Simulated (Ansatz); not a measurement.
A set of 12 reactions (atomization), with CCSD(T)/CBS values in kJ/mol:

| reaction | ΔE |
| --- | --- |
| `C=CC(=C)N` → 4 C• + 7 H• + N• | 4952.8 |
| `OC=C(F)F` → 2 C• + 2 F• + 2 H• + O• | 2837.4 |
| `F[SiH]F`• → 2 F• + H• + Si• | 1445.7 |
| `SBS` → B• + 3 H• + 2 S• | 1933.9 |
| `[OH][InH][SH]` → 3 H• + In• + O• + S• | 1669.9 |
| `NC1[O][Al]([SH])[SiH2]1` → Al• + C• + 6 H• + N• + O• + S• + Si• | 4138.2 |
| `C=C(O)B([SiH3])Cl` → B• + 2 C• + Cl• + 6 H• + O• + Si• | 4449.1 |
| `C[SiH2]S[SiH2]Cl` → C• + Cl• + 7 H• + S• + 2 Si• | 3997.5 |
| `BB(F)OC` → 2 B• + C• + F• + 5 H• + O• | 3933.7 |
| `C[Si]1(F)CS1` → 2 C• + F• + 5 H• + S• + Si• | 3865.0 |
| `Cl[B@H-]1[OH+][B@H-](Cl)[OH+]1` → 2 B• + 2 Cl• + 4 H• + 2 O• | 3791.3 |
| `C[Si](C)(C)Cl` → 3 C• + Cl• + 9 H• + Si• | 5269.1 |

Calculated with Ansatz (gas phase, PBE0-D4/def2-TZVP geometries, no zero-point term in ΔE). CCSD(T)/CBS is the MP2 limit (def2-TZVPP, def2-QZVPP) plus CCSD(T) − MP2 in def2-TZVPP, frozen cores. Small cases extrapolate CCSD(T) itself. DFT in def2-TZVPP. B3LYP here is the variant with VWN-RPA as its local correlation; programs differ in this. No spin–orbit coupling; open shells (•) take unrestricted orbitals. Spin–orbit coupling would lower the free atoms: a little for Al, B, C, Cl, F, O, S, Si; strongly for In. def2 core potentials past Kr. For In outer-core shells are correlated without core-valence functions, so the limit isn't a true one: a few kJ/mol of doubt a bond, and 10 to 20 or more in all where bonds break to atoms. Each species was taken in one conformer, which may not be the lowest.

**Question.** Give the mean, mean absolute and largest difference (level minus CCSD(T)/CBS, kJ/mol) for: PBE-D4, r2SCAN-D4, B3LYP-D4, ωB97X-V, B2PLYP, PBE, PBE0, SCS-MP2/def2-TZVPP, CCSD/def2-TZVPP, CCSD(T)/def2-TZVPP, HF/def2-QZVPP, MP2/def2-QZVPP, HF/CBS(def2), CCSD/CBS(def2). (Best estimate.)

**Answer.** Ansatz gave: 
```tsv
level	mean	mean absolute	largest
PBE-D4	72.2	73.9	164.8
r2SCAN-D4	20.7	23.2	42.9
B3LYP-D4	-8.3	21.0	-48.5
ωB97X-V	12.4	15.1	28.9
B2PLYP	-42.1	42.1	-75.8
PBE	51.5	60.7	142.9
PBE0	-10.0	25.8	-57.4
SCS-MP2/def2-TZVPP	-53.5	53.5	-86.2
CCSD/def2-TZVPP	-151.7	151.7	-214.7
CCSD(T)/def2-TZVPP	-95.6	95.6	-135.5
HF/def2-QZVPP	-943.6	943.6	-1356.1
MP2/def2-QZVPP	31.7	36.0	91.9
HF/CBS(def2)	-942.8	942.8	-1355.1
CCSD/CBS(def2)	-56.5	56.5	-81.4
```

The largest T1 diagnostic in the set is 0.018, for Al• (customary mark 0.045).

CCSD(T)/CBS is a level of theory with its own doubt, and the functionals carry their triple-zeta basis error, so these figures describe this set and don't rank the functionals.
